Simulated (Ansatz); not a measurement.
Geometry optimisation, RKS B3LYP/def2-SVP in Ansatz.

Input:

```yaml
crystal:
  periodic: [false, false, false]
  atoms:
    - { symbol: "N", position_ang: [-0.5675, -1.7509, 1.1127] }
    - { symbol: C, position_ang: [0.1875, -0.7092, 0.4931] }
    - { symbol: O, position_ang: [1.0613, -0.3144, 1.4627] }
    - { symbol: O, position_ang: [0.9601, -1.3516, -0.5146] }
    - { symbol: O, position_ang: [-0.648, 0.2995, 0.0256] }
    - { symbol: Si, position_ang: [-0.0159, 1.6325, -0.7377] }
    - { symbol: S, position_ang: [-0.8641, 1.7277, -2.6787] }
    - { symbol: H, position_ang: [0.0221, -2.0953, 1.8097] }
    - { symbol: H, position_ang: [-1.3032, -1.1638, 1.674] }
    - { symbol: H, position_ang: [0.67739, 0.52351, 1.8044] }
    - { symbol: H, position_ang: [0.384, -2.2009, -0.5195] }
    - { symbol: H, position_ang: [-0.3676, 2.8558, 0.0174] }
    - { symbol: H, position_ang: [1.4128, 1.5554, -0.8537] }
    - { symbol: H, position_ang: [-2.1882, 1.6893, -2.2482] }
basis:
  gaussian: { orbitals: def2-SVP }
hamiltonian:
  xc: b3lyp
relax:
  f_tol: 0.015
  max_steps: 40
```

Launched with:

```bash
$ ansatz run input.yaml --threads 2 --pin off --max-ram 3072MiB --backend cpu --events-out ev --progress --plain --runs-dir out
```

Question: Where does it end, and by what steps?

Answer: It converged. After 20 steps the energy has fallen by 1.068 eV; H11 moved furthest, 0.95 Å.

| step | energy less start (eV) | largest force component (eV/Å) | accepted |
| --- | --- | --- | --- |
| 0 | 0.0000 | 4.898 | yes |
| 1 | -0.7547 | 1.131 | yes |
| 2 | -0.8848 | 0.788 | yes |
| 3 | -0.9685 | 0.463 | yes |
| 4 | -1.0026 | 0.405 | yes |
| 5 | -1.0165 | 0.219 | yes |
| 6 | -1.0363 | 0.145 | yes |
| 7 | -1.0419 | 0.345 | yes |
| 8 | -1.0549 | 0.134 | yes |
| 9 | -1.0573 | 0.106 | yes |
| 10 | -1.0632 | 0.099 | yes |
| 11 | -1.0626 | 0.152 | no |
| 12 | -1.0654 | 0.050 | yes |
| 13 | -1.0663 | 0.048 | yes |
| 14 | -1.0669 | 0.039 | yes |
| 15 | -1.0673 | 0.058 | yes |
| 16 | -1.0673 | 0.081 | no |
| 17 | -1.0677 | 0.038 | yes |
| 18 | -1.0679 | 0.027 | yes |
| 19 | -1.0680 | 0.021 | yes |
| 20 | -1.0681 | 0.014 | yes |

```xyz
14
Properties=species:S:1:pos:R:3
N -0.800 -1.500 0.994
C 0.309 -0.631 0.691
O 1.318 -0.592 1.651
O 0.940 -1.063 -0.464
O -0.234 0.669 0.555
Si 0.027 1.679 -0.765
S -0.883 0.965 -2.591
H -0.452 -2.353 1.433
H -1.447 -1.043 1.633
H 1.041 0.048 2.319
H 0.241 -1.414 -1.038
H -0.617 2.945 -0.335
H 1.461 1.871 -1.086
H -2.154 1.116 -2.149
```

Whether the end is a true minimum wasn't checked by a vibrational analysis.

The run took 85 s on 2 threads of Intel(R) Xeon(R) Platinum 8488C (Sapphire Rapids), with other jobs on the host, peak memory 0.44 GiB.
